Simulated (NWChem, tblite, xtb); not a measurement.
## How methods differ on GaHSeCl2 (SMILES [Cl][Ga]([Cl])[SeH])

GaHSeCl2: 5 atoms, total charge 0, spin state singlet. SMILES: `[Cl][Ga]([Cl])[SeH]`. The shape is that of a PBE0-D4/def2-TZVP optimisation.

Quantity: the dipole moment, in D. The values are calculated.

| level | kind | program | value (D) |
| --- | --- | --- | --- |
| IPEA1-xTB | semi-empirical | tblite | 2.93 |
| GFN2-xTB | semi-empirical | tblite | 0.93 |
| GFN0-xTB | semi-empirical | xtb | 0.98 |
| GFN1-xTB | semi-empirical | xtb | 2.72 |
| HF/STO-3G | Hartree–Fock | NWChem | 2.31 |
| HF/3-21G | Hartree–Fock | NWChem | 2.26 |
| HF/def2-SVP | Hartree–Fock | NWChem | 1.54 |
| SVWN5/6-31G* (spherical functions) | LDA | NWChem | 1.87 |
| B3LYP/6-31G* (spherical functions) | global hybrid | NWChem | 1.83 |
| PBE0/def2-SVP | global hybrid | NWChem | 1.62 |

All-electron rows without a relativistic Hamiltonian named are non-relativistic. The values span 0.93 to 2.93 D. Magnitudes only. Sets without polarisation functions give poor dipoles. Without the sets that lack polarisation functions the rows with a basis span only 1.54 to 1.87 D.
